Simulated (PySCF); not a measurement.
C3H3N2, SMILES [c]1cn[nH]c1, multiplicity 2. Atoms are numbered in the order given.

```xyz
8

C     -1.2283     0.1536     0.0000
C     -0.5598    -1.0515     0.0000
N      0.7575    -0.7000     0.0000
N      0.9576     0.6264     0.0000
C     -0.2610     1.1747     0.0000
H     -0.8944    -2.0860     0.0000
H      1.5627    -1.3159     0.0000
H     -0.3794     2.2566     0.0000
```
Charge 0, spin multiplicity 2.

Coordinates come from a B3LYP-D3(BJ)/def2-SVP optimisation. The isomer is the one that the SMILES or the coordinates give; other isomers of the formula were not compared.

All values below come from PySCF with SMD-PBE0/def2-SVP.

Solvation free energies are E(SMD) − E(gas) at the gas-phase geometry, for 1 M in both phases. In vacuum the dipole moment is 2.29 D.

Computed solvation free energies in water, dichloromethane, cyclohexanone:
| solvent | ΔG(solv) (kcal/mol) | its non-electrostatic (CDS) part | dipole (D) |
|---|---|---|---|
| water | -5.6 | 2.4 | 3.11 |
| dichloromethane | -6.9 | -0.1 | 2.97 |
| cyclohexanone | -6.2 | 1.1 | 3.04 |
